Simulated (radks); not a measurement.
Valence configurations of Ho (all share [Xe]). All-electron calculation, Dirac Kohn-Sham, PBE, spin-unpolarised, spherical densities, point nucleus; open shells fill j = l - 1/2 first. Program: a radial shooting solver on a logarithmic mesh with Libxc functionals. Energies are relative to 4f11 6s2; eigenvalues in eV.

valence	E (eV)	e(4f5/2)	e(4f7/2)	e(5d3/2)	e(6p1/2)	e(6s1/2)
4f11 6s2	0.000	-3.600	-2.626	-	-	-3.789
4f11 5d0.5 6s1.5	1.334	-3.170	-2.196	-0.965	-	-3.663
4f10.5 6s2 6p0.5	1.583	-7.973	-6.965	-	-1.849	-4.691
4f10 5d1 6s2	3.828	-9.679	-8.640	-2.312	-	-4.302
4f10 6s2 6p1	5.197	-12.800	-11.758	-	-2.349	-5.549
4f11 6p2	5.234	-6.049	-5.073	-	-2.359	-
4f10 5d1 6s1 6p1	6.687	-10.866	-9.826	-3.234	-2.049	-4.973
4f9 6s2 6p2	19.319	-23.430	-22.320	-	-3.280	-7.164
4f8 5d1 6s2 6p2	36.720	-31.194	-30.019	-9.439	-3.372	-7.475

NIST lists [Xe] 4f11 6s2 as the ground configuration; this level of theory agrees among the configurations tried. The energies are those of spherical spin-averaged densities, not of single terms. No valid solution was reached for [Xe] 4f12 6s1.
